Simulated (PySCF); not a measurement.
Compound: C4H12O3Si.
Z-matrix (Å and degrees, PBE0-D3(BJ)/def2-SVP geometry), rows numbered from 1:
```
C 
O   1  1.3982
Si  2  1.6503  1  126.05
C   3  1.8594  2  111.31  1    73.15
O   3  1.6507  2  107.67  1  -164.65
C   5  1.3980  3  126.02  2   -52.48
O   3  1.6508  2  107.43  1   -49.12
C   7  1.3983  3  126.01  2  -166.47
H   1  1.1038  2  111.68  3    55.66
H   1  1.1010  2  108.91  3   175.18
H   1  1.1063  2  112.14  3   -65.75
H   4  1.1011  3  111.26  2  -179.99
H   4  1.1013  3  111.04  2    59.96
H   4  1.1012  3  111.08  2   -59.86
H   6  1.1040  5  111.69  3    57.57
H   6  1.1010  5  108.93  3   177.04
H   6  1.1064  5  112.18  3   -63.87
H   8  1.1038  7  111.70  3    55.65
H   8  1.1010  7  108.91  3   175.16
H   8  1.1063  7  112.13  3   -65.79
```

All values: CAM-B3LYP/def2-SVPD (PySCF, non-relativistic), on one gas-phase PBE0-D3(BJ)/def2-SVP geometry that isn't relaxed in the solvent. The solvent is an IEF-PCM continuum (Bondi radii, 1.10 Å for H, scaled by 1.2), and excitations are vertical TDDFT with non-equilibrium linear response and a frozen core. Specific hydrogen bonds and non-electrostatic terms are outside this model.

Gas-phase singlets (H = HOMO, L = LUMO):

```csv
state,E (eV),λ (nm),f,leading configurations
S1,7.658,162,0.005,H→L 84%
S2,7.785,159,0.002,H-1→L 71%
S3,7.798,159,0.002,H-2→L 71%
S4,8.365,148,0.040,"H-5→L 31%, H-1→L+1 13%, H-1→L+2 13%"
S5,8.416,147,0.002,"H-4→L 35%, H→L+1 25%"
```

Q: What are the lowest 5 singlets in benzene (ε = 2.271)?

A: 
| state | E (eV) | λ (nm) | f | leading configurations | change by rank (eV) |
| --- | --- | --- | --- | --- | --- |
| S1 | 7.681 | 161 | 0.009 | H→L 83% | +0.023 |
| S2 | 7.801 | 159 | 0.002 | H-1→L 71% | +0.016 |
| S3 | 7.814 | 159 | 0.002 | H-2→L 71% | +0.016 |
| S4 | 8.395 | 148 | 0.046 | H-5→L 32%, H-1→L+1 15%, H-2→L+2 11% | +0.030 |
| S5 | 8.427 | 147 | 0.004 | H-4→L 37%, H→L+1 25% | +0.011 |

Q: How does the list change in chloroform (ε = 4.711)?

A: 
| state | E (eV) | λ (nm) | f | leading configurations | change by rank (eV) |
| --- | --- | --- | --- | --- | --- |
| S1 | 7.703 | 161 | 0.011 | H→L 83% | +0.045 |
| S2 | 7.817 | 159 | 0.002 | H-1→L 72% | +0.032 |
| S3 | 7.829 | 158 | 0.001 | H-2→L 71% | +0.031 |
| S4 | 8.427 | 147 | 0.033 | H-5→L 29%, H-1→L+1 14%, H-4→L 9% | +0.062 |
| S5 | 8.443 | 147 | 0.002 | H-3→L 44%, H→L+2 18% | +0.027 |

Q: The ground-state energy changes by -0.148 eV from gas to chloroform. By how much does the total energy of gas-phase S1 change?

A: E(S1) = E(S0) + excitation energy, so it changes by -0.148 + 0.045 = -0.103 eV: it is lowered less than the ground state, which is what a blue shift means. This is the vertical state, with the slow part of the continuum still set for S0.

Q: How do the frontier levels move from gas to chloroform?

A: 
```tsv
orbital	gas (eV)	solvent (eV)	change (eV)
LUMO+2	1.76	1.85	+0.09
LUMO+1	1.76	1.85	+0.09
LUMO	1.09	1.15	+0.06
HOMO	-9.41	-9.42	-0.01
HOMO-1	-9.58	-9.63	-0.05
HOMO-2	-9.60	-9.64	-0.04
HOMO-3	-10.32	-10.36	-0.04
```

The HOMO–LUMO gap goes from 10.51 to 10.57 eV.
